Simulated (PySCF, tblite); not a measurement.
A set of runs on `O=COCC[CH2][GeH3]`; the geometry of each is named by its level. Settings lines and outputs come from a driver script.

Compound: C4H10GeO2.
Numbering: `[O:1]=[CH:2][O:3][CH2:4][CH2:5][CH2:6][GeH3:7]` (hydrogens: H8 on C2; H9, H10 on C4; H11, H12 on C5; H13, H14 on C6; H15, H16, H17 on Ge7)

Step 1: GFN2-xTB geometry optimisation, gas phase (tblite 0.8.0) (from a force-field or distance-geometry start)
```json
{"job": {"kind": "relax", "xc": "GFN2-xTB", "basis": "xTB"}, "charge": 0, "multiplicity": 1}
```
```
step      E/eV     max force
  0    -644.44110    4.383
  1    -644.64800    4.907
  2    -644.81087    0.851
...
130    -645.12451    0.019
131    -645.12454    0.015
132    -645.12459    0.015
133    -645.12462    0.013
134    -645.12464    0.009
```

Energy lowered by 15.8 kcal/mol over 134 steps; largest atomic force 0.009 eV/Å at the end. «max force» is the largest atomic force in eV/Å.

Hardware: Arm Neoverse V1, one thread, no GPU, shared host. Cost: 0.86 s of wall time.

Step 2: GFN2-xTB harmonic vibrations, gas phase (tblite 0.8.0) (on the GFN2-xTB geometry)
```json
{"job": {"kind": "ir", "xc": "GFN2-xTB", "basis": "xTB"}, "charge": 0, "multiplicity": 1}
```
```
(table of modes left out)
```

45 modes from 32 to 2976 cm⁻¹ (unscaled, harmonic); zero-point energy 80.3 kcal/mol; all wavenumbers are real at this level.

The run took 0.54 s wall on an Arm Neoverse V1 with one thread, no GPU, shared host with 32 logical CPUs at a one-minute load of 29.

Step 3: TDDFT wB97X-D/def2-SVPD, vertical, gas phase, core orbitals frozen in the response (PySCF 2.14.0, density-fitted response routines) (on the GFN2-xTB geometry)
```json
{"job": {"kind": "uv", "xc": "wB97X-D", "basis": "def2-SVPD", "nstates": 8, "ntriplets": 3}, "charge": 0, "multiplicity": 1}
```
```
...
Static polarisability (au): isotropic 85.579, principal 72.083 79.886 104.767
Singlet excitations
state   eV       nm        f      main configurations
  1   6.0118    206.2   0.00164   H->L+1 0.54, H-1->L+1 0.25, H->L 0.11
  2   8.1335    152.4   0.13174   H-2->L+1 0.26, H->L 0.18, H-1->L 0.17
  3   8.2360    150.5   0.02785   H-1->L 0.20, H-2->L 0.14, H-1->L+2 0.14
  4   8.5777    144.5   0.07151   H->L+3 0.29, H-1->L+3 0.09, H-5->L+1 0.08
  5   8.6203    143.8   0.01860   H-5->L+1 0.29, H-6->L+1 0.15, H->L+3 0.09
  6   8.7309    142.0   0.13069   H-1->L+2 0.21, H->L+2 0.17
  7   8.7698    141.4   0.06759   H-1->L+3 0.14, H-2->L 0.14, H-2->L+2 0.09
  8   8.8664    139.8   0.04279   H-3->L 0.14, H-2->L 0.12, H-1->L+5 0.10
Triplet excitations (Tamm-Dancoff, eV): 5.5009 6.1979 7.8035
```

HOMO -10.29 eV, LUMO 1.81 eV; lowest singlet 6.01 eV; lowest triplet 5.50 eV (Tamm–Dancoff); mean polarisability 85.6 au.

Hardware: one thread of an Arm Neoverse V1, no GPU, on a shared host. Cost: 1.7 min (grids of density and orbitals included), 1.1 GiB resident at most.

Geometry of the electronic-property runs (GFN2-xTB):
```
atom  x, y, z in Å
O1     2.994   -0.246    1.430
C2     3.086    0.304    0.373
O3     2.103    0.795   -0.357
C4     0.773    0.644    0.151
C5     0.202   -0.730   -0.177
C6    -1.228   -0.877    0.327
Ge7   -2.525    0.352   -0.517
H8     4.039    0.493   -0.151
H9     0.785    0.798    1.235
H10    0.188    1.430   -0.334
H11    0.839   -1.491    0.284
H12    0.234   -0.874   -1.260
H13   -1.561   -1.899    0.135
H14   -1.253   -0.738    1.409
H15   -2.317    0.420   -1.996
H16   -3.923   -0.119   -0.274
H17   -2.443    1.749    0.010
```

 (This holds for the electronic-property runs.)

One conformer stands for the species.

wB97X-D is run here without its empirical dispersion term; that term would change no orbital, density or response property at a fixed geometry.
